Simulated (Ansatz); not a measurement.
Geometry optimisation, RKS BHLYP-D4/def2-SVP (Ansatz 0.2.0).

The input (input.yaml):

```yaml
crystal:
  periodic: [false, false, false]
  atoms:
    - { symbol: Cl, position_ang: [-0.7465, 2.3406, 0.1649] }
    - { symbol: C, position_ang: [-0.347, 1.105, -0.9997] }
    - { symbol: Si, position_ang: [0.8241, -0.0718, -0.2045] }
    - { symbol: Si, position_ang: [-0.0855, -1.157, 1.4676] }
    - { symbol: Zn, position_ang: [-1.1628, -1.4126, -1.1543] }
    - { symbol: H, position_ang: [0.1361, 1.5835, -1.8885] }
    - { symbol: H, position_ang: [1.3555, -1.0417, -1.1853] }
    - { symbol: H, position_ang: [2.043, 0.6941, 0.3341] }
    - { symbol: H, position_ang: [-1.3038, -1.8939, 0.9738] }
    - { symbol: H, position_ang: [-0.6299, -0.1976, 2.4948] }
basis:
  gaussian: { orbitals: def2-SVP }
hamiltonian:
  xc: { name: BHLYP }
  dispersion: d4
relax:
  f_tol: 0.015
  max_steps: 40
output:
  orbitals: {}
```

Command:

```bash
$ ansatz run input.yaml --threads 2 --pin off --max-ram 3072MiB --backend cpu --events-out ev --progress --plain --runs-dir out
```

**Question.** Where does it end, and by what steps?

**Answer.** It converged. After 27 steps the energy has fallen by 2.848 eV; Zn5 moved furthest, 2.06 Å. Joined: C2–Zn5, Zn5–H10.

```csv
step,energy less start (eV),largest force component (eV/Å),accepted
0,0.0000,2.484,yes
1,-0.8329,1.697,yes
2,-1.3920,1.546,yes
3,-1.8042,0.875,yes
4,-2.0993,0.749,yes
5,-2.3423,0.536,yes
6,-2.5408,0.211,yes
7,-2.6336,0.298,yes
8,-2.7051,0.728,yes
9,-2.7491,0.817,yes
10,-2.8045,0.547,yes
11,-2.8251,0.327,yes
12,-2.8306,0.175,yes
13,-2.8285,0.252,no
14,-2.8336,0.048,yes
15,-2.8354,0.081,yes
16,-2.8371,0.091,yes
17,-2.8389,0.129,yes
18,-2.8401,0.154,yes
19,-2.8410,0.172,yes
20,-2.8418,0.192,yes
21,-2.8435,0.158,yes
22,-2.8461,0.063,yes
23,-2.8471,0.066,yes
24,-2.8475,0.067,yes
25,-2.8478,0.047,yes
26,-2.8479,0.016,yes
27,-2.8479,0.009,yes
```

```xyz
10
Properties=species:S:1:pos:R:3
Cl -0.229 2.726 -0.822
C -0.389 0.953 -0.859
Si 1.061 -0.052 -0.075
Si 0.027 -1.800 1.324
Zn -1.548 -0.088 0.377
H -0.562 0.652 -1.894
H 1.931 -0.659 -1.115
H 1.861 0.847 0.788
H -1.161 -1.968 0.258
H -0.909 -0.664 2.020
```

Whether the end is a true minimum wasn't checked by a vibrational analysis.

The run took 2.7 min on 2 threads of Intel(R) Xeon(R) Platinum 8488C (Sapphire Rapids) (shared host), peak memory 0.36 GiB.
